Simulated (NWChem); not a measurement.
# C2H4FNSi; SMILES F[Si@H]1C=NC1

```xyz
9

F     -0.0101    -1.9362    -0.5087
Si     0.0194    -0.5699     0.3734
C      1.0994     0.8850    -0.0884
N      0.1147     1.7107    -0.1678
C     -1.1123     0.8833    -0.0606
H      0.0796    -1.0089     1.7983
H      2.1390     1.2278    -0.1786
H     -1.8272     1.2885     0.6730
H     -1.6224     0.8375    -1.0358
```
Atoms are numbered in this order, from 1.

Level: PBE0/def2-SVP (NWChem), optimised geometry, unscaled harmonic frequencies. 

| frequency (cm⁻¹) | IR intensity (km/mol) |
|---|---|
| 137 | 17.8 |
| 231 | 9.6 |
| 373 | 1.8 |
| 506 | 12.6 |
| 648 | 7.2 |
| 743 | 59.2 |
| 766 | 86.3 |
| 831 | 37.2 |
| 838 | 44.6 |
| 916 | 86.1 |
| 918 | 24.4 |
| 989 | 64.9 |
| 1137 | 13.4 |
| 1186 | 5.5 |
| 1276 | 8.9 |
| 1419 | 4.5 |
| 1643 | 7.8 |
| 2238 | 145.5 |
| 3091 | 7.3 |
| 3151 | 2.2 |
| 3171 | 11.9 |

zero-point energy: 37.4 kcal/mol
thermal correction to the enthalpy at 298.15 K (with zero-point energy): 41.3 kcal/mol
heat capacity Cv: 18.1 cal/(mol K)
entropy at 298.15 K and 1 atm (symmetry number 1): 73.3 cal/(mol K)
dipole moment: 0.82 D

Rigid rotor and harmonic oscillator.
